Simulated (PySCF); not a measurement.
**29Si chemical shifts**

Computational details: shielding tensors at PBE0/pcSseg-1 (GIAO), coordinates at the GFN2-xTB level, in PySCF 2.14 (one computed conformer, relativity neglected, no solvent model, fast rotation and ring inversion assumed for equivalent nuclei).

Shieldings were converted by a linear fit to measured shifts: 29Si (scatter 8.9 ppm rms, 25.8 ppm with the 6 outliers that the fit left out vs TMS, solution or neat liquid). Occasional misses reach two or three times the rms, and more in compound classes unlike the fitted ones.

(1) Give the 29Si shifts of `C[SiH]1O[SiH2]O[SiH2]O1`, `Cc1snnc1[Si](C)(C)C`, `O[Si@H](O[SiH3])n1cccc1`.

(2) Match the shifts -20.9, -47.2, -72.6 ppm to `CC(C)(C)c1snnc1[SiH3]`, `CN[Si@@H]1NCC[C@@H]1C(F)F`, `CCC1=C[SiH2]C=C1C1CC1`.

## Answers

(1) 
```
                                                    compound                                                   environment  δ (ppm)
             [CH3:1][SiH:2]1[O:3][SiH2:4][O:5][SiH2:6][O:7]1        Si2: silicon bonded to C, 2 O, H, in a 6-membered ring    -27.1
             [CH3:1][SiH:2]1[O:3][SiH2:4][O:5][SiH2:6][O:7]1  Si4/6: silicon bonded to 2 O, 2 H, in a 6-membered ring (×2)    -39.6
                                         Cc1snnc1[Si](C)(C)C                                         silicon bonded to 4 C    -14.0
[OH:1][Si@H:2]([O:3][SiH3:4])[n:5]1[cH:6][cH:7][cH:8][cH:9]1                                 Si4: silicon bonded to O, 3 H    -42.1
[OH:1][Si@H:2]([O:3][SiH3:4])[n:5]1[cH:6][cH:7][cH:8][cH:9]1                              Si2: silicon bonded to N, 2 O, H    -56.8
```

(2) -20.9: CN[Si@@H]1NCC[C@@H]1C(F)F (silicon bonded to C, 2 N, H, in a 5-membered ring); -47.2: CCC1=C[SiH2]C=C1C1CC1 (silicon bonded to 2 C, 2 H, in a 5-membered ring); -72.6: CC(C)(C)c1snnc1[SiH3] (silicon bonded to C, 3 H).
